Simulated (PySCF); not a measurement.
Identify the unknown among the candidates.

All candidates are C4H7ClSi.

- UV, first state: lowest singlet excitation: 5.57 eV (222 nm, f = 0.000) [TDDFT CAM-B3LYP/def2-SVPD]
- Dipole: 1.29 D [CAM-B3LYP/def2-SVPD]
- 1H NMR: chemical shifts (computed TMS as zero) by class: 4.46 (2 H), 4.29 (2 H), 0.36 (3 H) ppm [GIAO PBE0/pcSseg-1]
- Rotational structure: rotational constants A, B, C: 5.443, 0.773, 0.688 GHz [GFN2-xTB]
- Triplet: lowest triplet excitation (Tamm–Dancoff): 4.80 eV [TDA CAM-B3LYP/def2-SVPD]
- 13C NMR: chemical shifts (computed TMS as zero) by class: 110.3 (1 C), 95.3 (1 C), 38.3 (1 C), -5.2 (1 C) ppm [GIAO PBE0/pcSseg-1]
- NMR, other nuclei: isotropic shieldings of nuclei other than C and H, by class: 418 (1 Si), 796 (1 Cl) ppm [GIAO PBE0/pcSseg-1]
- Polarisability: 90.1 au [CAM-B3LYP/def2-SVPD]
- UV, strongest line: among the 8 lowest singlet transitions: S8 at 7.99 eV (155 nm, f = 0.962) [TDDFT CAM-B3LYP/def2-SVPD]

The electronic properties come from PySCF, for the isolated species, density fitting. Levels stand in brackets. Isolated species at its GFN2-xTB geometry, gas phase. Each NMR value is the plain mean over a class of atoms that symmetry, rotation or inversion makes alike.

Question: Which candidate is it?
A. `ClC[SiH2]C1=CC1`
B. `[SiH3]C[C@@H]1C=C1Cl`
C. `Cl[SiH2][C@H]1C=CC1`
D. `C[SiH2]C#CCCl`

Answer: D. It is `C[SiH2]C#CCCl`. Numbering: `[CH3:1][SiH2:2][C:3]#[C:4][CH2:5][Cl:6]`. Its formula, C4H7ClSi, gives 2 degrees of unsaturation: 0 rings and 2 π bonds in the structure found. 4 carbons fall into 4 classes; from least to most shielded: alkyne carbon [C4] (110.3 ppm), alkyne carbon [C3] (95.3 ppm), sp3 C–Cl carbon [C5] (38.3 ppm), Si-methyl carbon [C1] (-5.2 ppm). Hydrogen classes from least to most shielded: 2 H on an SiH2 silicon, Si2 (4.46 ppm), 2 H on an sp3 C–Cl carbon, C5 (4.29 ppm), 3 H on an Si-methyl carbon, C1 (0.36 ppm). The other shieldings belong to: 418 ppm, SiH2 silicon [Si2]; 796 ppm, alkyl chlorine [Cl6]. The optimised geometry has point group Cs and is an asymmetric top.

The others, at the same levels:
- `Cl[SiH2][C@H]1C=CC1` fails: its computed 13C shifts are 146.1 (1 C), 143.6 (1 C), 37.0 (1 C), 36.1 (1 C) ppm, 1H shifts are 6.41 (1 H), 6.16 (1 H), 5.24 (1 H), 4.75 (1 H), 3.04 (1 H), 2.83 (1 H), 2.66 (1 H) ppm and lowest singlet excitation is 6.59 eV (188 nm, f = 0.125) (against 5.57 eV).
- `ClC[SiH2]C1=CC1` fails: its computed 13C shifts are 143.0 (1 C), 118.8 (1 C), 30.5 (1 C), 6.9 (1 C) ppm, 1H shifts are 8.50 (1 H), 4.78 (2 H), 3.21 (2 H), 1.02 (2 H) ppm and lowest singlet excitation is 5.78 eV (214 nm, f = 0.002) (against 5.57 eV).
- `[SiH3]C[C@@H]1C=C1Cl` fails: its computed 13C shifts are 141.9 (1 C), 118.1 (1 C), 29.8 (1 C), 20.9 (1 C) ppm, 1H shifts are 7.00 (1 H), 3.90 (3 H), 2.16 (1 H), 1.60 (1 H), 0.15 (1 H) ppm and lowest singlet excitation is 6.13 eV (202 nm, f = 0.053) (against 5.57 eV).

Each candidate is one conformer, not necessarily the lowest. Dipoles, sizes and rotational constants follow the conformer. The torsions of the flexible species, by atom-mapped SMILES:
- `[Cl:1][SiH2:2][C@H:3]1[CH:4]=[CH:5][CH2:6]1`: Cl1–Si2–C3–C4 -170°
- `[Cl:1][CH2:2][SiH2:3][C:4]1=[CH:5][CH2:6]1`: Cl1–C2–Si3–C4 -64°, C2–Si3–C4–C5 121°
- `[SiH3:1][CH2:2][C@@H:3]1[CH:4]=[C:5]1[Cl:6]`: Si1–C2–C3–C4 145°
